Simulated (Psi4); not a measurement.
Dimer: NH3 (SMILES N) (first 4 atoms) with N2 (SMILES N#N); geometry from B3LYP-D3(BJ)/def2-TZVP.
(charge 0, multiplicity 1):
```xyz
6

N     -0.15989     0.18570    -0.16590
H     -0.38509     0.33454    -1.14296
H      0.76479     0.56907    -0.00637
H     -0.09523    -0.81510    -0.01875
N      0.47634    -0.33808     2.94851
N     -0.23220     0.12895     3.63361
```

Computed with SAPT0/jun-cc-pV(D+d)Z run with Psi4.

Q: Give the four SAPT terms and the total, and say what mostly holds the pair together.

A: electrostatics -31.4, exchange 44.8, induction -5.0, dispersion -25.6, total -17.1 meV; the largest attraction is electrostatics.
